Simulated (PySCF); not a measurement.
**Peak assignment**

Geometry (Å), atoms numbered from 1 in this order:
```xyz
16

Cl   -3.065   -0.215    0.464
C    -1.476    0.147   -0.268
C    -0.785    1.226    0.564
O     0.486    1.549    0.060
C     1.478    0.573    0.288
C     1.329   -0.669   -0.596
Si   -0.396   -1.431   -0.342
H    -1.689    0.548   -1.261
H    -0.710    0.889    1.609
H    -1.357    2.159    0.540
H     2.423    1.082    0.074
H     1.474    0.279    1.348
H     2.129   -1.368   -0.359
H     1.461   -0.367   -1.636
H    -0.486   -2.109    0.954
H    -0.822   -2.282   -1.450
```

PySCF 2.14.0 with density-fitted response routines calculation with GIAO PBE0/pcSseg-1 shieldings and coordinates at the GFN2-xTB level; gas phase, one computed conformer, non-relativistic.

References, each an isolated molecule treated in the same way: TMS for ¹³C (186.93 ppm) and ¹H (31.72 ppm).

(1) Assign these signals to the numbered atoms. ¹³C{¹H} NMR (computed): δ 78.6 (CH2), 71.3 (CH2), 41.3 (CH), 14.1 (CH2).

(2) Assign these signals to the numbered atoms. ¹H NMR (600 MHz, computed): δ 4.55 (m, 1H), 4.48 (m, 1H), 4.36 (m, 1H), 4.08 (m, 1H), 3.40 (m, 1H), 3.29 (m, 1H), 3.27 (m, 1H), 1.18 (m, 1H), 0.59 (m, 1H).

Answers

(1) 
| δ (ppm) | atoms | environment | reason |
| --- | --- | --- | --- |
| 78.6 | C3 | sp3 CH2 bonded to O | pulled downfield by the heteroatom |
| 71.3 | C5 | sp3 CH2 bonded to O | – |
| 41.3 | C2 | sp3 CH bonded to Cl and Si | pulled downfield by the heteroatom |
| 14.1 | C6 | sp3 CH2 bonded to Si | – |

(2) 
| δ (ppm) | atoms | environment | reason |
| --- | --- | --- | --- |
| 4.55 | H10 | hydrogen on an sp3 CH2 bonded to O | its carbon carries O, which withdraws density |
| 4.48 | H11 | hydrogen on an sp3 CH2 bonded to O | – |
| 4.36 | H16 | hydrogen on a silicon bonded to 2 C, in a 6-membered ring | – |
| 4.08 | H15 | hydrogen on a silicon bonded to 2 C, in a 6-membered ring | – |
| 3.40 | H12 | hydrogen on an sp3 CH2 bonded to O | its carbon carries O, an electronegative neighbour |
| 3.29 | H9 | hydrogen on an sp3 CH2 bonded to O | – |
| 3.27 | H8 | hydrogen on an sp3 CH bonded to Cl and Si | its carbon carries Cl, hence the downfield position |
| 1.18 | H14 | hydrogen on an sp3 CH2 bonded to Si | – |
| 0.59 | H13 | hydrogen on an sp3 CH2 bonded to Si | an electropositive neighbour shields it, as in TMS itself |

H10 and H11; H12 and H9; H9 and H8 lie closer than the usual error of such a calculation, so a measured spectrum could show them in the other order.

Carbons that carry Cl, above all several Cl atoms, come out too deshielded, partly because spin–orbit coupling is missing. Shifts are as computed. Against solution values, carbons near 30 ppm lie about +3 ppm off and those near 130 ppm about +5 ppm; carbons on Cl a further +6 ppm. Of 1211 compounds with measured shifts, 218 miss one by over three times the rms of a fit or turn the order of signals round; such compounds aren't used in these exercises. Multiplicities follow the n + 1 count of equivalent neighbours, as no J values were calculated; m marks all less simple cases, F and P coupling included.
